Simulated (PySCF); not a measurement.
C₆H₁₁N, SMILES CC(C)CCC#N, GFN2-xTB optimised geometry.

```
18

C      1.94     0.19     0.00
C      0.41     0.19     0.00
C     -0.11     1.62     0.00
C     -0.10    -0.60    -1.21
C     -1.61    -0.84    -1.19
C     -2.02    -1.58    -0.03
N     -2.33    -2.18     0.90
H      2.33    -0.83     0.03
H      2.32     0.72     0.86
H      2.32     0.67    -0.90
H      0.06    -0.31     0.91
H      0.16     2.12    -0.93
H      0.33     2.18     0.83
H     -1.19     1.65     0.12
H      0.40    -1.57    -1.24
H      0.16    -0.07    -2.13
H     -2.16     0.11    -1.21
H     -1.91    -1.42    -2.08
```

Density from PBE0/def2-SVP (PySCF) at that geometry.

Minimum of the electron density along straight lines between bonded atoms, close to the bond critical point (lines longer than 1.1 times the sum of covalent radii, or with two minima, are not listed):

| bond | length / Å | ρ at the minimum / e bohr⁻³ | ∇²ρ there / e bohr⁻⁵ | position (fraction from the first atom) |
|---|---|---|---|---|
| C1–C2 | 1.528 | 0.244 | -0.55 | 0.50 |
| C2–C3 | 1.527 | 0.243 | -0.55 | 0.50 |
| C2–C4 | 1.533 | 0.243 | -0.55 | 0.49 |
| C4–C5 | 1.535 | 0.237 | -0.53 | 0.48 |
| C5–C6 | 1.440 | 0.273 | (withheld) | 0.46 |
| C6–N7 | 1.143 | 0.479 | 0.41 | 0.34 |
| C1–H8 | 1.088 | 0.276 | -1.01 | 0.62 |
| C1–H9 | 1.087 | 0.277 | -1.01 | 0.62 |
| C1–H10 | 1.088 | 0.275 | -1.00 | 0.62 |
| C2–H11 | 1.096 | 0.276 | -1.00 | 0.62 |
| C3–H12 | 1.089 | 0.275 | -1.00 | 0.62 |
| C3–H13 | 1.087 | 0.277 | -1.01 | 0.62 |
| C3–H14 | 1.087 | 0.276 | -1.00 | 0.62 |
| C4–H15 | 1.093 | 0.277 | -1.01 | 0.63 |
| C4–H16 | 1.093 | 0.276 | -1.00 | 0.62 |
| C5–H17 | 1.093 | 0.276 | -1.02 | 0.64 |
| C5–H18 | 1.094 | 0.275 | -1.01 | 0.63 |

Task: Complete the blanks.

Result: 
- C5–C6, ∇²ρ there / e bohr⁻⁵: -0.69
